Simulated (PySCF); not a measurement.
**Oscillator strengths, rates and cross-sections**

Compound: C3H8N2OSi2.
SMILES: `C=N[SiH2][Si@@H](C#N)OC`

Method used: PySCF, TDDFT B3LYP/def2-SVPD, vertical, gas phase, core orbitals frozen in the response. The structure is a single GFN2-xTB conformer in the gas phase; no vibrational or solvent corrections. Torsions of this conformer, `[CH2:1]=[N:2][SiH2:3][Si@@H:4]([C:5]#[N:6])[O:7][CH3:8]`: C1–N2–Si3–Si4 -117°, N2–Si3–Si4–C5 64°, Si3–Si4–O7–C8 -175°.

A / s⁻¹ = 0.6670 f (ν̃ / cm⁻¹)² and τ = 1/A in vacuum; |μ| follows from f = (2/3) ΔE |μ|² (atomic units, 1 au = 2.5417 D); ∫σ dE = 109.76 f Mb·eV.

These lifetimes count emission to the ground state at the vertical energy alone; relaxation of the geometry and all other decay channels are left out.

Energies and rates of the computed singlets with f of 0.002 or more:

| state | E (eV) | A (s⁻¹) |
| --- | --- | --- |
| S2 | 4.76 | 2.26×10⁶ |
| S3 | 5.61 | 1.18×10⁷ |
| S4 | 5.81 | 3.37×10⁷ |
| S5 | 6.14 | 5.71×10⁶ |
| S6 | 6.18 | 2.53×10⁷ |
| S7 | 6.31 | 2.49×10⁸ |
| S8 | 6.59 | 1.57×10⁷ |

Which f and |μ| stand behind these rates?

f = A / (0.6670 ν̃²), and |μ| follows from f:

```csv
state,f,|μ| (D),τ,"main configurations (H = HOMO, L = LUMO)"
S2,0.0023,0.36,440 ns,"H→L+1 (66%), H→L (33%)"
S3,0.0086,0.64,85 ns,H→L+2 (97%)
S4,0.023,1.02,30 ns,"H-1→L (81%), H-1→L+1 (13%)"
S5,0.0035,0.39,180 ns,"H-2→L (68%), H→L+3 (17%), H-2→L+1 (12%)"
S6,0.015,0.81,40 ns,"H→L+3 (76%), H-2→L (14%)"
S7,0.144,2.45,4 ns,"H-1→L+1 (79%), H-1→L (12%)"
S8,0.0083,0.58,64 ns,"H→L+4 (69%), H→L+5 (17%)"
```

Suppose S2 emitted 0.3 eV lower with the same transition dipole. How would A change?

At fixed |μ|, A goes as the cube of the energy: (4.46/4.76)³ = 0.82, which makes τ about 540 ns.

How much energy does a mole of photons resonant with S7 carry?

6.314 eV × 96.485 = 609 kJ/mol (146 kcal/mol).

What is the integrated cross-section of all computed states together?

Σf = 0.206 over S1 to S8, so 109.76 × Σf ≈ 22.6 Mb·eV.

On one thread of an Arm Neoverse N1, shared host with 64 logical CPUs at a one-minute load of 59, this took 91 s wall and 0.97 GiB of memory at its peak.
